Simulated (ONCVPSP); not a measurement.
**Before and after: ONCV potential for Sb**

- Element: antimony
- Generator: ONCVPSP 4.0.1
- Type: optimised norm-conserving Vanderbilt (ONCV)
- Functional: PBE
- Relativity: scalar-relativistic
- Frozen core: [Ar] 3d10
- Valence charge: 23
- Reference configuration: 4s2 4p6 4d10 5s2 5p3
- Partial waves: 4s+5s: rc 1.50 bohr, ncon 3, nbas 6, qcut 8 1/bohr, 2 projectors; 4p+5p: rc 1.60 bohr, ncon 4, nbas 8, qcut 8.7 1/bohr, 2 projectors; 4d: rc 1.30 bohr, ncon 4, nbas 9, qcut 9.6 1/bohr, 1 projector
- Local potential: polynomial inside 1.05 bohr (lpopt 5, dvloc0 2 Ha)
- Core correction: polynomial model core, fcfact 0.75

Change: core correction none.

Cutoffs: the cutoffs (Ha) at which the residual kinetic energy of the hardest occupied pseudo-wave falls to 1 and 0.1 mHa per electron; they do not see the model core or the augmentation charge, which bear on the density cutoff. Errors are all-electron minus pseudo energies relative to the spin-unpolarised reference configuration.

Problem. Predict the effect on cutoff, ghosts and configuration errors.

Solution. The potential gets neither clearly harder nor softer (40 Ha and 48 Ha → 40 Ha and 48 Ha); the errors of the 4 common tests hardly move; neither file shows a bound ghost.

| quantity | base | changed |
| --- | --- | --- |
| cutoff, loose | 40 Ha | 40 Ha |
| cutoff, tight | 48 Ha | 48 Ha |
| bound ghosts | none | none |
| GHOST(+) flags under 300 eV | none | none |
| error for 4s2 4p6 4d10 5s2 5p2, meV [ΔE 8.32 eV] | -1.8 | -1.8 |
| error for 4s2 4p6 4d10 5s2 5p1, meV [ΔE 24.29 eV] | -5.6 | -5.4 |
| error for 4s2 4p6 4d10 5s2 5p0, meV [ΔE 48.70 eV] | -12 | -11 |
| error for 4s2 4p5 4d10 5s2 5p3, meV [ΔE 109.95 eV] | -149 | -145 |
| s: phases at 1.52 bohr within 0.05 rad from the reference energy up to (Ha; the scan ends near 5) | to the end of the scan | to the end of the scan |
| p: phases at 1.62 bohr within 0.05 rad from the reference energy up to (Ha; the scan ends near 5) | to the end of the scan | to the end of the scan |
| d: phases at 1.32 bohr within 0.05 rad from the reference energy up to (Ha; the scan ends near 5) | 4.4 | 4.4 |
